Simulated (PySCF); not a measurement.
A PySCF script (with the pyscf-properties extension) for the NMR shieldings of `[BH3-][P+]1(C#C)CCC(=O)CC1`, C7H12BOP, on a GFN2-xTB geometry:

```python
import basis_set_exchange as bse
import numpy as np
from pyscf import gto, dft
from pyscf.prop import nmr

atoms = """
B    -2.679529   -0.929264    0.480807
P    -0.983762   -0.164000    0.018707
C    -0.933700    1.153239   -1.153870
C    -1.006474    2.043108   -1.959870
C    -0.006367    0.558091    1.402730
C     1.387499    1.028081    0.978747
C     2.188829   -0.112234    0.388795
O     3.178723   -0.552346    0.912521
C     1.635083   -0.661300   -0.908312
C     0.267941   -1.314622   -0.689714
H    -3.317092   -0.038564    0.945441
H    -2.381076   -1.770528    1.273138
H    -3.122481   -1.363012   -0.534808
H    -1.044693    2.823705   -2.663663
H     0.066490   -0.213940    2.174997
H    -0.576186    1.391945    1.822358
H     1.923275    1.423338    1.844965
H     1.291909    1.818059    0.229711
H     2.336926   -1.397526   -1.307153
H     1.535062    0.157322   -1.625197
H    -0.122060   -1.703013   -1.634880
H     0.351273   -2.157153    0.003699
"""
names = dict.fromkeys(["B", "P", "C", "O", "H"], "pcSseg-1")
basis = {el: gto.basis.parse(bse.get_basis(n, elements=[el], fmt="nwchem")) for el, n in names.items()}
mol = gto.M(atom=atoms, basis=basis, charge=0, verbose=0)
mf = dft.RKS(mol, xc="PBE0")
mf.grids.level = 2
mf.grids.alignment = dft.numint.BLKSIZE   # the property module wants whole blocks of grid points
mf.conv_tol = 1e-9
mf.kernel()

calc = nmr.RKS(mf)   # GIAO
C = mf.mo_coeff
Co = C[:, mf.mo_occ > 0]
resp = mf.gen_response(singlet=True, hermi=2)
def vind(x):   # induced exchange potential for any number of trial vectors
    d = np.einsum("pi,xij,qj->xpq", C, 2 * x.reshape(-1, C.shape[1], Co.shape[1]), Co, optimize=True)
    return np.einsum("xpq,pi,qj->xij", resp(d - d.transpose(0, 2, 1)), C, Co, optimize=True).ravel()
mo1, _ = nmr.rhf.solve_mo1(calc, with_cphf=vind)
sigma = calc.kernel(mo1)
for i, s in enumerate(sigma):   # ppm
    w = np.linalg.eigvalsh((s + s.T) / 2)
    print("%2d %-2s iso %8.1f  s11 %8.1f  s22 %8.1f  s33 %8.1f" % (i, mol.atom_pure_symbol(i), w.mean(), *w))
```

Problem. What are the results?

Solution. 
```
 0 B  iso    147.4  s11    139.8  s22    144.0  s33    158.3
 1 P  iso    338.6  s11    265.9  s22    350.1  s33    399.8
 2 C  iso    104.3  s11      7.2  s22     11.1  s33    294.7
 3 C  iso     81.3  s11      2.8  s22      6.3  s33    234.8
 4 C  iso    154.1  s11    139.0  s22    152.5  s33    170.9
 5 C  iso    145.3  s11    129.5  s22    134.1  s33    172.4
 6 C  iso    -25.9  s11   -111.6  s22    -73.2  s33    107.1
 7 O  iso   -359.0  s11   -960.3  s22   -425.3  s33    308.5
 8 C  iso    145.3  s11    129.5  s22    134.1  s33    172.4
 9 C  iso    154.1  s11    139.0  s22    152.4  s33    171.0
10 H  iso     30.7  s11     27.2  s22     29.1  s33     35.7
11 H  iso     31.1  s11     27.4  s22     29.6  s33     36.2
12 H  iso     30.7  s11     27.2  s22     29.1  s33     35.7
13 H  iso     29.1  s11     24.0  s22     24.2  s33     39.1
14 H  iso     29.6  s11     25.0  s22     28.8  s33     35.0
15 H  iso     29.4  s11     24.3  s22     28.0  s33     35.7
16 H  iso     29.2  s11     25.0  s22     27.2  s33     35.4
17 H  iso     28.6  s11     24.9  s22     29.2  s33     31.6
18 H  iso     29.2  s11     25.0  s22     27.2  s33     35.4
19 H  iso     28.6  s11     24.9  s22     29.2  s33     31.6
20 H  iso     29.4  s11     24.3  s22     28.0  s33     35.7
21 H  iso     29.6  s11     25.0  s22     28.8  s33     35.0
```

These numbers come from an equivalent density-fitted implementation of the same equations, which agrees with the script to about 0.01 ppm for H and up to a few tenths of a ppm for heavy atoms, so last digits may differ.

Size and cost of the density-fitted run: 237 basis functions, about 3 core-minutes.
